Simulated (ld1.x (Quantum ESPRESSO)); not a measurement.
**Sn (Z = 50): excitation energies, all-electron against RRKJ**

| Quantity | Value |
| --- | --- |
| Element | tin (Sn) |
| Generator | ld1.x (Quantum ESPRESSO) 7.5 |
| Type | norm-conserving RRKJ (Kleinman–Bylander form) |
| Functional | PBE |
| Relativity | scalar-relativistic |
| Frozen core | [Kr] |
| Valence charge | 14 |
| Reference configuration | 4d10 5s2 5p2 |
| Partial waves | 5s (bound): rc 2.10 bohr; 5p (bound): rc 2.65 bohr; 4d (bound): rc 1.40 bohr |
| Local potential | all-electron potential smoothed inside 1.60 bohr (lloc = -1) |
| Core correction | none |
| rho0 | 0.02 |

Energies are relative to the spin-unpolarised reference configuration 4d10 5s2 5p2; without spin polarisation the order of configurations can differ from experiment.

(1) Give the all-electron excitation energy and the error of the potential for: 4d10 5s2 5p1; 4d10 5s2 5p0; 4d10 5s1 5p0; 4d10 5s1 5p3; 4d10 5s0 5p4; 4d9 5s2 5p3; 4d9 5s2 5p2.

Levels in the configuration 4d10 5s1 5p3:

```tsv
level	all-electron (eV)	pseudo (eV)
4d	-27.318	-27.346
5s	-11.414	-11.411
5p	-4.317	-4.311
```

Note: ghost state, extra bound levels that the all-electron valence spectrum of the same l lacks: s at -57.7 eV. A true bound ghost makes a file unfit for plane-wave use.

## Answers

(1)

```json
{"valence configuration": "4d10 5s2 5p1", "charge": "+1", "ΔE all-electron (eV)": "6.875", "error AE − PS (meV)": "+0.4"}
{"valence configuration": "4d10 5s2 5p0", "charge": "+2", "ΔE all-electron (eV)": "20.827", "error AE − PS (meV)": "+1.8"}
{"valence configuration": "4d10 5s1 5p0", "charge": "+3", "ΔE all-electron (eV)": "51.798", "error AE − PS (meV)": "+45"}
{"valence configuration": "4d10 5s1 5p3", "charge": "0", "ΔE all-electron (eV)": "6.978", "error AE − PS (meV)": "-1.8"}
{"valence configuration": "4d10 5s0 5p4", "charge": "0", "ΔE all-electron (eV)": "14.186", "error AE − PS (meV)": "-3.5"}
{"valence configuration": "4d9 5s2 5p3", "charge": "0", "ΔE all-electron (eV)": "24.466", "error AE − PS (meV)": "-224"}
{"valence configuration": "4d9 5s2 5p2", "charge": "+1", "ΔE all-electron (eV)": "32.691", "error AE − PS (meV)": "-149"}
```
